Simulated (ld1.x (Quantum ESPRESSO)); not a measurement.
## Building the TM semilocal potential for Si (Z = 14) (PBE, non-relativistic).

* Element: silicon (Si)
* Generator: ld1.x (Quantum ESPRESSO) 7.5
* Type: norm-conserving Troullier–Martins (semilocal form)
* Functional: PBE
* Relativity: non-relativistic
* Frozen core: [Ne]
* Valence charge: 4
* Reference configuration: 3s2 3p2
* Partial waves: 3s (bound): rc 1.85 bohr; 3p (bound): rc 2.45 bohr; 3d channel at 0.3 Ry: rc 2.25 bohr
* Local potential: the d channel
* Core correction: Bessel-smoothed model core inside 1.55 bohr

All-electron outer shells of the reference configuration (PBE, non-relativistic, ld1.x):

```json
{"shell": "2p", "level (eV)": "-95.59", "outermost node (bohr)": "–", "outermost maximum (bohr)": "0.39"}
{"shell": "3s", "level (eV)": "-10.77", "outermost node (bohr)": "0.72", "outermost maximum (bohr)": "1.80"}
{"shell": "3p", "level (eV)": "-4.09", "outermost node (bohr)": "0.72", "outermost maximum (bohr)": "2.17"}
```

Calculated quality:

```
Cutoffs needed           : 15 Ry and 35 Ry (the cutoffs (Ry, on a coarse ladder) from which the occupation-weighted sum of valence levels, in a spherical-Bessel basis at the reference potential, stays within 10 and 1 mRy of its value at 400 Ry)
Ghost test               : no extra level below or beside the all-electron valence levels (s, p, d tested); the semilocal form is local in each channel, so this says nothing of the separable form that plane-wave codes build from it (spherical-Bessel basis up to 400 Ry, 20 bohr box)
Largest excitation error : +101 meV (all-electron minus pseudo) for 3s1 3p0, out of 7 test configurations
```

Generation and tests took about 0.59 s on one core of a shared server CPU.
